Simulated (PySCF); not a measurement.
**NMR data sheet: C6H14Si2**

```yaml
Formula: C6H14Si2
SMILES: C1C[SiH]2CC[SiH]1CC2
Point_group_of_the_computed_structure: D3
Degrees_of_unsaturation: 2
Carbon_signals: 1
Proton_signals: 2
```

Atom-mapped SMILES (the numbers label the heavy atoms): `[CH2:1]1[CH2:2][Si@H:3]2[CH2:4][CH2:5][Si@@H:6]1[CH2:7][CH2:8]2`; H(Xn) means a hydrogen on atom n.

[PySCF 2.14: shielding tensors at PBE0/pcSseg-1 (GIAO); PBE0-D3(BJ)/def2-SVP geometry; non-relativistic Hamiltonian; no solvent; rapidly exchanging positions averaged; single conformer]

Shifts are taken against calculated references (same method and geometry level): TMS for 1H (σref 31.27), 13C (σref 184.41), 29Si (σref 351.99).

```tsv
carbon	δC, type	δH (multiplicity)	HMBC from (2–3 bonds)	span of the C tensor (ppm)
C1/C2/C4/C5/C7/C8	4.6, CH2	0.90 (m)	H(Si3)/H(Si6), H(C1)/H(C2)/H(C4)/H(C5)/H(C7)/H(C8)	14
```

Other nuclei:
```
        atoms  nucleus                                                environment  δ (ppm)  σ (ppm)
H(Si3)/H(Si6)       1H  hydrogen on a silicon bonded to 3 C, in a 6-membered ring     3.98    27.29
      Si3/Si6     29Si             silicon bonded to 3 C, H, in a 6-membered ring    -27.9    379.9
```

- Carbon types of the structure: 6 × CH2, leaving 2 H on heteroatoms.
- δC 4.6: sp3 CH2 bonded to Si; an electropositive neighbour leaves it electron-rich and shielded.
- δH 3.98: hydrogen on a silicon bonded to 3 C, in a 6-membered ring.
- δH 0.90: hydrogen on an sp3 CH2 bonded to Si; an electropositive neighbour shields it, as in TMS itself.

Shifts are as computed. Against solution values, carbons near 30 ppm lie about +2 ppm off and those near 130 ppm about +5 ppm. Of 1211 compounds with measured shifts, 218 miss one by over three times the rms of a fit or turn the order of signals round; such compounds aren't used in these exercises. No couplings were computed; multiplicities are counted from neighbouring protons, with m where these are inequivalent, close in shift, in a saturated or five-membered ring or joined by F or P, and br s for small geminal =CH2 splittings.
